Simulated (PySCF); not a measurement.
Ba(Cl)2 cation (BaCl2), SMILES [Cl][Ba][Cl] (connectivity only; charge and spin as stated), charge +1, multiplicity 2. Atoms are numbered in the order given.

```xyz
3

Ba     0.0000     0.0000     0.9294
Cl     0.0000     1.3490    -1.5308
Cl     0.0000    -1.3490    -1.5308
```
Charge +1, spin multiplicity 2.

Geometry: B3LYP-D3(BJ)/def2-TZVP. The spin state was assumed, not searched. The isomer is the one that the SMILES or the coordinates give; other isomers of the formula were not compared. The def2 effective core potentials stand for the cores of Ba; spin–orbit coupling is left out.

Method: PySCF with PBE/def2-TZVPD.

Gas-phase values at a fixed geometry.

Computed frontier levels, dipole moment and polarisability:
* **α spin, highest occupied and lowest empty level**: -10.96 and -6.71 eV
* **β spin, highest occupied and lowest empty level**: -11.25 and -9.88 eV
* **dipole moment about the centre of nuclear charge**: 8.91 D
* **mean static polarisability**: 63.4 bohr³ (9.40 Å³)
* **polarisability, principal values**: 41.0, 69.6, 79.7 bohr³
* **⟨S²⟩**: 0.753 (pure state 0.75)
